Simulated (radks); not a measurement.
Question: The potassium ion K+, configuration [Ar] (the NIST ground configuration). All-electron calculation, scalar-relativistic Kohn-Sham, LDA (Slater exchange, VWN5 correlation), spin-polarised, spherical densities, finite nucleus; Fermi nuclear charge, rms radius 3.4349 fm. Program: a radial shooting solver on a logarithmic mesh with Libxc functionals. Some entries of the table are withheld. Estimate them.

orbital,occ.,eigenvalue (hartree),<1/r> (bohr^-1)
1s,2,(1),(2)
2s,2,-13.17383,3.786
2p,6,-10.51937,3.697
3s,2,-1.52016,1.103
3p,6,-0.91791,0.9622

Answer: 
(1) 1s eigenvalue (hartree): -129.2749
(2) 1s <1/r> (bohr^-1): 18.67
